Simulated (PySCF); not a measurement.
# One molecule, several mistakes: AlB2H6N

All numbers below are calculated, not measured. They come from PySCF 2.14.0, an open-source quantum chemistry program, on an isolated molecule that a program drew, which may never have been made. The molecule is AlB2H6N (charge 0, singlet), drawn as the SMILES string `[BH2][Al]([BH2])[NH2]`.

Each row is a Hartree-Fock (HF) and frozen-core CCSD(T) single point in the cc-pV(D+d)Z basis, meant for a local HF minimum. Run 1 is clean. Each other run has one planted mistake out of seven kinds, and not every kind appears here: one electron removed, one electron added, multiplicity raised by two, geometry at a saddle point, minimal basis STO-3G, one bond length entered in bohr, all coordinates scaled. The reference is restricted for singlets and unrestricted otherwise, and also for a bond in bohr. Adding or removing an electron swaps singlet and doublet. Electrons count all cores. HOMO and LUMO are orbital energies over both spins, the gradient is its largest component, and the lowest frequency (negative if imaginary) is given only where the gradient is small. Bond lengths are over the 9 bonds as drawn. T1 is the CCSD diagnostic: over 0.02 (restricted) or 0.045 (unrestricted) a single reference is doubtful.

Geometry of the clean run:
```xyz
10
AlB2H6N, angstrom
B    -0.3743   -2.5452   -1.4203
Al   -0.6312   -0.4685   -0.8821
B     0.0340    1.1782   -2.1126
N    -1.4336   -0.0939    0.6592
H    -1.1828   -3.1594   -2.0718
H     0.5996   -3.1870   -1.1121
H    -0.6644    1.6972   -2.9482
H     1.1431    1.6470   -2.0379
H    -1.6120    0.8267    1.0158
H    -1.7828   -0.7686    1.3145
```

```
run,electrons,basis functions,<S^2>,HOMO (eV),LUMO (eV),gradient (hartree/bohr),lowest frequency (cm^-1),mean bond (Å),longest bond (Å),T1,HF (hartree),CCSD(T) (hartree),mistake
1,36,95,0.000,-9.31,1.06,2.8e-05,91,1.4368,2.161,0.0133,-349.19125,-349.65468,no fault
2,36,95,0.000,-9.30,0.54,3.6e-05,-133,1.4396,2.175,0.0151,-349.18756,-349.65214,geometry at a saddle point
3,36,30,0.000,-7.13,6.91,4.4e-02,-,1.4368,2.161,0.0141,-344.94334,-345.12946,minimal basis STO-3G
4,35,95,0.843,-15.49,-6.97,4.9e-02,-,1.4368,2.161,0.0222,-348.89238,-349.33170,?
```

**Which mistake was planted in run 4, and what did it cost?**

It counts 35 electrons, one fewer than the clean run, at the same geometry and basis. So the mistake is: one electron removed. Subtracting run 1 and multiplying by 627.51 kcal/mol a hartree, the energy moved by 187.5 kcal/mol in HF and 202.7 kcal/mol in CCSD(T).

